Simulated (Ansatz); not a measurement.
Molecule: sum formula YOBr, charge 0, multiplicity 1. 
Coordinates optimised at B3LYP-D3(BJ)/def2-TZVP (Ansatz, a first-principles code):
```xyz
3

Y      0.9926    -0.3896     0.0860
O      1.9097    -0.1887    -1.4605
Br    -1.5426     0.4773     0.2380
```

Basis-set convergence of Hartree-Fock and CCSD correlation energies (hartree) with Ansatz. Valence correlation only, unless marked. Spin-orbit coupling is left out. The frozen core is the preceding noble-gas configuration, with the filled d and f shells of earlier blocks. Past Kr the def2 sets carry scalar-relativistic core potentials.

| basis | functions | E(HF) | E(corr, CCSD) |
|---|---|---|---|
| def2-SVP | 77 | -2684.87730 | -0.37982 |
| def2-TZVPP | 135 | -2685.29993 | -0.47833 |
| def2-QZVPP | 227 | -2685.35582 | -0.51567 |

Extrapolating the two largest sets (X = 3 and 4) as X^-3: E(corr) = (64·(-0.51567) - 27·(-0.47833))/37 = -0.5429 Eh, an estimate of the basis-set limit. The largest set recovers 95.0 % of it, the smallest 70.0 %.
